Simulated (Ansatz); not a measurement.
Species: RuF₃ (charge 0, quartet). The spin state was set by rule; other spins were not relaxed. 
Coordinates optimised at B3LYP-D3(BJ)/def2-TZVP (Ansatz, a program for electronic structure):
```
Ru
F 1 1.8530
F 1 1.8530 2 162.85
F 1 1.8685 2 98.57 3 -180.00
```
Charge 0, spin multiplicity 4.

Total electronic energies in hartree. Valence correlation only, unless marked. UHF or UKS for open shells. No spin-orbit coupling. The frozen core is the preceding noble-gas configuration, with the filled d and f shells of earlier blocks. In def2 rows, elements after Kr have scalar-relativistic effective core potentials. CBS(X,Y): correlation extrapolated as X^-3; Hartree-Fock from the larger set. The bracket is a focal-point correction in the basis named. The program attaches cautions to a run behind PBE-D3(BJ)/def2-TZVPD: asymmetric forces. The program attaches cautions to a run behind r2SCANh-D4/def2-TZVPD: asymmetric forces.

```json
[
 {"level": "PBE-D3(BJ)/def2-TZVPD", "program": "Ansatz + dftd3", "energy (Eh)": "___"},
 {"level": "B3LYP-D3(BJ)/def2-TZVPD", "program": "Ansatz + dftd3", "energy (Eh)": "-394.62361"},
 {"level": "r2SCANh-D4/def2-TZVPD", "program": "Ansatz + dftd4", "energy (Eh)": "-394.47378"},
 {"level": "r2SCAN0-D4/def2-TZVPD", "program": "Ansatz + dftd4", "energy (Eh)": "-394.41007"},
 {"level": "CAM-B3LYP-D4/def2-TZVPD", "program": "Ansatz + dftd4", "energy (Eh)": "___"},
 {"level": "LC-wPBE-D4/def2-TZVPD", "program": "Ansatz + dftd4", "energy (Eh)": "-394.44187"},
 {"level": "B2PLYP-D3(BJ)/def2-TZVPD", "program": "Ansatz + dftd3", "energy (Eh)": "___"},
 {"level": "RI-MP2/CBS(def2-TZVPPD,def2-QZVPPD)", "program": "Ansatz", "energy (Eh)": "-393.7792"},
 {"level": "RI-MP2/CBS(def2-TZVPPD,def2-QZVPPD)+[CCSD(T)-MP2]/def2-SVPD", "program": "Ansatz", "energy (Eh)": "-393.8084"}
]
```

Q: Fill in the missing entries.

A: 
- PBE-D3(BJ)/def2-TZVPD, energy (Eh): -394.34710
- CAM-B3LYP-D4/def2-TZVPD, energy (Eh): -394.47902
- B2PLYP-D3(BJ)/def2-TZVPD, energy (Eh): -394.23735
